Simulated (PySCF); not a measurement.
In²⁺ (indium, charge +2) across methods

[Kr] 4d10 5d1, 2D determinant (an excited configuration). Calculation: PySCF 2.14, in aug-cc-pwCVTZ-DK3 (10s9p7d4f1g, 109 functions); the spin-free X2C one-electron Hamiltonian (Gaussian nucleus).

| method | E (hartree) | mean ε 4d α (eV) | mean ε 4d β (eV) | mean ε 5d α (eV) | Σ⟨r²⟩ (bohr²) | ⟨S²⟩ |
| --- | --- | --- | --- | --- | --- | --- |
| r2SCAN | -5879.27 | -41.099 | -41.064 | -10.629 | 44.69 | 0.750 |
| CAM-B3LYP | -5879.57 | -44.574 | -44.529 | -11.719 | 44.99 | 0.750 |
| PBE0 | -5878.93 | -43.158 | -43.104 | -11.075 | 45.07 | 0.750 |
| PW91 | -5879.73 | -40.702 | -40.654 | -10.741 | 44.79 | 0.750 |
| PBE | -5878.85 | -40.615 | -40.568 | -10.728 | 44.78 | 0.750 |
| UHF | -5876.67593 | -49.623 | -49.543 | -11.767 | 46.79 | 0.750 |
| LDA | -5873.37 | -40.849 | -40.797 | -10.547 | 44.63 | 0.750 |

(1) Estimate the same row for M06-2X.

The outer electron is Rydberg-like, and this basis confines it to a smaller radius and binds it less than a complete one would.

## Answers

(1) E (hartree) = -5879.79; mean ε 4d α (eV) = -45.687; mean ε 4d β (eV) = -45.658; mean ε 5d α (eV) = -11.483; Σ⟨r²⟩ (bohr²) = 44.70; ⟨S²⟩ = 0.750.
